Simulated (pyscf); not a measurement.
## •HC=Se (SMILES [CH]=[Se]), doublet

Gas-phase minimum from PySCF at ωB97X-D3(BJ)/def2-SVP, one conformer. 

SMILES: [CH]=[Se]
```xyz
3

C      0.7168    -0.2219    -0.0944
Se     1.8443     0.9844    -0.4498
H      0.3701    -0.6696     0.8491
```
Charge 0, spin multiplicity 2.

Bonded distances (Å): C1–Se2 1.689, C1–H3 1.100. Angles (°): Se2–C1–H3 133.0.

Properties at ωB97X-D3(BJ)/def2-SVP:

```yaml
harmonic_wavenumbers_unscaled: 784, 1050, 3184 cm⁻¹
zero_point_energy: 7.2 kcal/mol
rotational_symmetry_number: 1
Entropy of this conformer at 298 K and 1 atm, rigid rotor and harmonic oscillator, modes under 100 cm⁻¹ raised to 100: 247.8 J/(mol K)
dipole_moment: 1.03 D
Spin expectation value S2: 0.760
```

Single-point totals, which compare only within one level (frozen core for MP2 and CC):

| level | total energy (hartree) |
|---|---|
| ωB97X-D3(BJ)/def2-TZVP | -2440.10938 |
| PBE/def2-TZVP | -2439.76508 |
| r²SCAN/def2-TZVP | -2440.13915 |
| B3LYP-D3(BJ)/def2-TZVP | -2440.21461 |
| PBE0-D3(BJ)/def2-TZVP | -2439.83996 |
| M06-2X/def2-TZVP | -2440.17349 |
| ωB97M-D3(BJ)/def2-TZVP | -2440.19101 |
| UHF/def2-TZVPP | -2438.22294 |
| MP2/def2-TZVPP | -2438.59975 |
| CCSD/def2-TZVPP | -2438.63295 |
| CCSD(T)/def2-TZVPP | -2438.65329 |

The CCSD(T) − MP2 part came from Ansatz, without density fitting, on the same reference. An open-shell T1 diagnostic exceeds 0.045. A UHF reference is spin-contaminated (<S²> up to 1.18), which harms MP2 most. The frozen core leaves the outer d or s,p core shells of the metals and heavy elements correlated in the MP2 and CC values, and def2-TZVPP describes them poorly, so these totals are far from the basis limit. Elements up to Kr have no core potential and no relativistic terms here.
